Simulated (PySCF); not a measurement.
## Running PySCF for AlI3

File input.py (PySCF 2.14):

```python
from pyscf import gto, dft

mol = gto.M(
    atom='Al 0 0 0; I 2.4748 0 0; I -1.2374 2.1432 0; I -1.2374 -2.1432 0',
    basis='lanl2dz',
    ecp={'Al': 'lanl2dz', 'I': 'lanl2dz'},
    charge=0,
    spin=0,
    verbose=3,
)
mf = dft.UKS(mol, xc='blyp')
mf.kernel()
mf.stability(internal=True, external=True)
mf.dip_moment()
print('orbital energies (hartree):', [e[max(0, n-3):n+3].round(4) for e, n in zip(mf.mo_energy, mol.nelec)])
```

```bash
$ python input.py
```

The log (some set-up lines and the per-cycle HOMO/LUMO lines with their warnings removed):

```
converged SCF energy = -36.1621896942699  <S^2> = -7.1054274e-15  2S+1 = 1
<class 'pyscf.dft.uks.UKS'> wavefunction is stable in the internal stability analysis

WARN: QR decomposition removed 1 vectors.

<class 'pyscf.dft.uks.UKS'> wavefunction is stable in the real -> complex stability analysis
Dipole moment(X, Y, Z, Debye): -0.00024,  0.00000, -0.00000
orbital energies (hartree): [array([-0.2582, -0.2582, -0.245 , -0.1103, -0.1019,  0.0058]), array([-0.2582, -0.2582, -0.245 , -0.1103, -0.1019,  0.0058])]
```

In short: E(SCF) = -36.162190 Eh, μ(SCF) = 0.00 D, internal stable; real -> complex stable.

Wall time 44 s on one thread of a shared host.

No search for the lowest solution was made.
